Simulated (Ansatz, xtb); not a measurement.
**AlH8NO3Si: which of two isomers lies lower**

Structure a: `[NH3+][Al-]([OH])([OH])[O][SiH3]`, a singlet. Structure b: `[NH3+][Al@H-]([OH])[O][SiH2]O`, a singlet. Both are isolated molecules in the gas phase, relaxed with PBE0-D4/def2-SVP; the shapes shown needn't be the lowest conformers.

a (Å):

```xyz
14

Al    0.5379    0.0138    0.6449
N    -0.5727    1.0509    1.9536
O     1.1299   -1.2573    1.6481
O     1.5864    1.3376    0.2890
O    -0.6394   -0.4435   -0.5358
Si   -1.4422   -0.6042   -1.9451
H    -0.1855    1.9949    1.9962
H    -0.5049    0.6245    2.8780
H    -1.5551    1.1042    1.6861
H     1.0625   -2.1802    1.4032
H     2.4439    1.2313   -0.1229
H    -0.6659   -0.0634   -3.1081
H    -1.7470   -2.0429   -2.2339
H    -2.7516    0.1286   -1.8988
```

b (Å):

```xyz
14

Al   -0.2106    0.7335   -1.0356
N    -2.1455    0.4650   -0.5402
O    -0.4744    0.4418   -2.7246
O     0.5151   -0.5793   -0.1226
O    -1.5392   -1.9505    0.8086
Si    0.1492   -1.9681    0.6123
H    -2.5813    1.2179   -0.0093
H    -2.6519    0.3546   -1.4205
H    -2.2161   -0.4160   -0.0018
H     0.2308    2.1854   -0.5518
H     0.2144    0.5098   -3.3865
H     0.7852   -2.0758    1.9594
H     0.5010   -3.1830   -0.1873
H    -1.9587   -2.7696    1.0882
```

Problem. Estimate which is lower in electronic energy at CCSD(T)/def2-SVP + ΔMP2/def2-TZVPP, and by roughly how much.

Solution. The CCSD(T)/def2-SVP + ΔMP2/def2-TZVPP calculation puts structure a lower, by 0.165 eV.

How the difference moves with the method:

```csv
level,geometry,E(b) − E(a) (eV),departure from the last row (eV),"job, with rough time for the two"
PBE0-D4/def2-SVP,PBE0-D4/def2-SVP,+0.126,−0.039,"optimisation, 2.9 min"
HF/def2-SVP,PBE0-D4/def2-SVP,+0.279,+0.114,part of the CCSD(T) run
MP2/def2-SVP,PBE0-D4/def2-SVP,+0.186,+0.021,part of the CCSD(T) run
CCSD(T)/def2-SVP,PBE0-D4/def2-SVP,+0.191,+0.026,single point
CCSD(T)/def2-SVP + ΔMP2/def2-TZVPP,PBE0-D4/def2-SVP,+0.165,,"single point, 2 min"
```

As drawn, b has 1 O–Si, 1 Al–H in place of 1 Al–O, 1 Si–H.

None of the levels shown reverses the order. The largest departure from CCSD(T)/def2-SVP + ΔMP2/def2-TZVPP is that of HF/def2-SVP, 0.114 eV. Levels run at GFN2-xTB geometries aren't shown. The last row adds to CCSD(T) the change of the MP2 difference between the two basis sets, here −0.026 eV.

With thermal terms from frequencies at re-optimised GFN2-xTB minima (ideal gas, soft modes damped towards free rotors, one conformer each, 298.15 K, 1 atm): the zero-point term adds +0.049 eV; ΔH is +0.174 and ΔG +0.284 eV.

The correlated steps freeze 14 core orbitals. Mirror images aren't counted in ΔG. Run with Ansatz 0.2.0, xtb 6.7.1; the last row on 2 threads of Arm Neoverse V1 on a shared host.
